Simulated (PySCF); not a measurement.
Computed with ωB97X-D3(BJ)/def2-TZVP // PBE0-D3(BJ)/def2-TZVP (PySCF). Isolated molecules, 0 K electronic values unless said otherwise. Excitations are Tamm–Dancoff values on a coarser integration grid. The basis has no diffuse functions, so Rydberg states are missing or too high.

Reference species (SMILES): `CC=[SiH2]` (neutral, multiplicity 1).

- S1 excitation (TDA): 5.33 eV
- LUMO: 0.95 eV

Changed species: `C1C[SiH2]1`.

Task: Give the shifts of the S1 excitation (TDA) and LUMO.

Result: the S1 excitation (TDA) rises by 1.54 eV, to 6.87 eV; the LUMO rises by 1.24 eV, to 2.19 eV.
